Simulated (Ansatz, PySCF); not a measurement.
Potential energy curve for BeH (cation, charge +1), singlet.

Levels of theory: RKS-PBE = restricted PBE/cc-pVTZ (Ansatz, a quantum-chemistry and plane-wave program); UKS-PBE = unrestricted PBE/cc-pVTZ run with Ansatz; RKS-BHandHLYP = PySCF 2.14.0 with restricted BHandHLYP/cc-pVTZ; FCI = full CI/cc-pVTZ, frozen core run with Ansatz.

Energies relative to the lowest point of each curve near equilibrium, in kcal/mol; the last columns give the error against full CI:

```tsv
R / Å	RKS-PBE	UKS-PBE	RKS-BHandHLYP	FCI	RKS-PBE − FCI	UKS-PBE − FCI	RKS-BHandHLYP − FCI
1.07	17.9	17.9	15.9	16.9	1.0	1.0	-1.0
1.13	9.6	9.6	8.0	8.8	0.8	0.8	-0.8
1.21	3.1	3.1	2.1	2.5	0.5	0.5	-0.5
1.24	1.6	1.6	0.9	1.3	0.4	0.4	-0.3
1.29	0.3	0.3	0.0	0.1	0.2	0.2	-0.1
1.33	0.0	0.0	0.0	0.0	0.0	0.0	0.0
1.38	0.4	0.4	0.9	0.6	-0.2	-0.2	0.3
1.41	1.0	1.0	1.8	1.3	-0.4	-0.4	0.4
1.43	1.5	1.5	2.5	1.9	-0.4	-0.4	0.5
1.54	5.7	5.7	7.7	6.5	-0.9	-0.9	1.2
1.65	11.4	11.4	14.6	12.6	-1.2	-1.2	2.0
1.79	19.8	19.8	24.6	21.2	-1.4	-1.4	3.4
1.99	32.2	32.2	39.2	33.3	-1.0	-1.0	5.9
2.19	43.9	42.8	53.1	43.8	0.1	-1.0	9.3
2.38	53.7	49.7	64.9	51.8	1.9	-2.1	13.1
2.66	65.5	56.1	79.6	60.3	5.2	-4.2	19.3
2.88	72.7	59.3	88.9	64.6	8.1	-5.3	24.2
3.24	81.1	62.6	100.4	68.6	12.5	-6.1	31.7
3.62	86.3	64.4	108.5	70.4	15.9	-6.0	38.1
3.98	89.0	65.2	113.5	71.1	17.9	-6.0	42.4
4.68	90.6	65.3	118.5	71.5	19.1	-6.3	47.0
5.23	90.4	64.9	120.2	71.6	18.8	-6.8	48.5
```

RKS-PBE is furthest from FCI at 4.68 (19.1 kcal/mol, above); its mean absolute error over the points is 4.9 kcal/mol.

UKS-PBE is furthest from FCI at 5.23 (-6.8 kcal/mol, below); its mean absolute error over the points is 2.4 kcal/mol.

RKS-BHandHLYP is furthest from FCI at 5.23 (48.5 kcal/mol, above); its mean absolute error over the points is 13.2 kcal/mol.

The restricted form behind RKS-PBE, RKS-BHandHLYP keeps the bonding electrons paired and can't separate into open-shell fragments. The unrestricted determinant behind UKS-PBE is spin-contaminated at 2.19 to 5.23 Å (<S²> up to 0.9, against 0.00 for a pure singlet). At the longest distance RKS-BHandHLYP leaves fractional charges on the fragments, a sign of delocalisation error or of the restricted form.
